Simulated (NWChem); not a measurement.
System: ZnBr, doublet; SMILES [Zn][Br]

NWChem input:

```
start job
memory heap 200 mb stack 700 mb global 900 mb
geometry units angstroms noautoz
  Zn     0.000000     0.000000    -1.253600
  Br     0.000000     0.000000     1.065700
end
basis spherical
  Zn library def2-svp
  Br library def2-svp
end
dft
  odft
  mult 2
  xc b3lyp
  iterations 150
  mulliken
end
task dft energy
```

Output (shortened):

```
             Northwest Computational Chemistry Package (NWChem) 7.3.0
             --------------------------------------------------------

 ORDER OF PRIMARY AXIS IS BEING SET TO 4
 C4V symmetry detected

                             Geometry "geometry" -> ""
                             -------------------------

 Output coordinates in angstroms (scale by  1.889725989 to convert to a.u.)

  No.       Tag          Charge          X              Y              Z
 ---- ---------------- ---------- -------------- -------------- --------------
    1 Zn                  30.0000     0.00000000     0.00000000    -1.24885385
    2 Br                  35.0000     0.00000000     0.00000000     1.07044615

 Effective nuclear repulsion energy (a.u.)     239.5706081359

      Symmetry information
      --------------------

 Group name             C4v
 Group number             18
 Group order               8
 No. of unique centers     2

                                 NWChem DFT Module
                                 -----------------

 Summary of "ao basis" -> "ao basis" (spherical)
 ------------------------------------------------------------------------------
       Tag                 Description            Shells   Functions and Types
 ---------------- ------------------------------  ------  ---------------------
 Zn                         def2-svp                11       31   5s3p2d1f
 Br                         def2-svp                12       32   5s4p3d

      Symmetry analysis of basis
      --------------------------

        a1         23
        a2          0
        b1          6
        b2          6
        e          28

            General Information
            -------------------
          SCF calculation type: DFT
          Wavefunction type:  spin polarized.
          No. of atoms     :     2
          No. of electrons :    65
           Alpha electrons :    33
            Beta electrons :    32
          Charge           :     0
          Spin multiplicity:     2
          Use of symmetry is: on ; symmetry adaption is: on
          Maximum number of iterations: 150
          AO basis - number of functions:    63
                     number of shells:    23
          Convergence on energy requested:  1.00D-06
          Convergence on density requested:  1.00D-05
          Convergence on gradient requested:  5.00D-04

              XC Information
              --------------
                         B3LYP Method XC Potential
                     Hartree-Fock (Exact) Exchange  0.200
                        Slater Exchange Functional  0.800 local
                    Becke 1988 Exchange Functional  0.720 non-local
              Lee-Yang-Parr Correlation Functional  0.810
                  VWN I RPA Correlation Functional  0.190 local

             Grid Information
             ----------------
          Grid used for XC integration:  medium
          Radial quadrature: Mura-Knowles
          Angular quadrature: Lebedev.
          Tag              B.-S. Rad. Rad. Pts. Rad. Cut. Ang. Pts.
          ---              ---------- --------- --------- ---------
          Zn                  1.35      112           8.0       590
          Br                  1.15      112          10.0       590
          Grid pruning is: on
          Number of quadrature shells:   224
          Spatial weights used:  Erf1

      Superposition of Atomic Density Guess
      -------------------------------------

 Sum of atomic energies:       -4349.64728844

      Non-variational initial energy
      ------------------------------

 Total energy =   -4349.802128
 1-e energy   =   -6544.419519
 2-e energy   =    1955.046783
 HOMO         =      -0.173952
 LUMO         =       0.176656

   Symmetry analysis of molecular orbitals - initial alpha
   -------------------------------------------------------

 !! scf_movecs_sym_adapt:   12 vectors were symmetry contaminated

  Symmetry fudging

 !! scf_movecs_sym_adapt:   10 vectors were symmetry contaminated

  Numbering of irreducible representations:

     1 a1          2 a2          3 b1          4 b2          5 e

  Orbital symmetries:

     1 a1          2 a1          3 a1          4 a1          5 e
     6 e           7 a1          8 a1          9 e          10 e
    11 a1         12 a1         13 e          14 e          15 a1
    16 a1         17 e          18 e          19 a1         20 e
    21 e          22 b1         23 b2         24 a1         25 a1
    26 e          27 e          28 b1         29 b2         30 a1
    31 e          32 e          33 a1         34 a1         35 e
    36 e          37 a1         38 a1         39 b1         40 b2
    41 e          42 e          43 a1

   Symmetry analysis of molecular orbitals - initial beta
   ------------------------------------------------------

 !! scf_movecs_sym_adapt:   12 vectors were symmetry contaminated

  Symmetry fudging

 !! scf_movecs_sym_adapt:   10 vectors were symmetry contaminated

  Numbering of irreducible representations:

     1 a1          2 a2          3 b1          4 b2          5 e

  Orbital symmetries:

     1 a1          2 a1          3 a1          4 a1          5 e
     6 e           7 a1          8 a1          9 e          10 e
    11 a1         12 a1         13 e          14 e          15 a1
    16 a1         17 e          18 e          19 a1         20 e
    21 e          22 b1         23 b2         24 a1         25 a1
    26 e          27 e          28 b1         29 b2         30 a1
    31 e          32 e          33 a1         34 a1         35 e
    36 e          37 a1         38 a1         39 b1         40 b2
    41 e          42 e          43 a1

     ---------------------------------------------
      Total Density - Mulliken Population Analysis
     ---------------------------------------------

[...]
```

Level: B3LYP/def2-SVP, spin-unrestricted. The geometry was optimised at PBE-D3(BJ)/def2-SVP, spin-unrestricted. The spin multiplicity was typed, not searched, and may not be the lowest. No stability test was run on the SCF state.
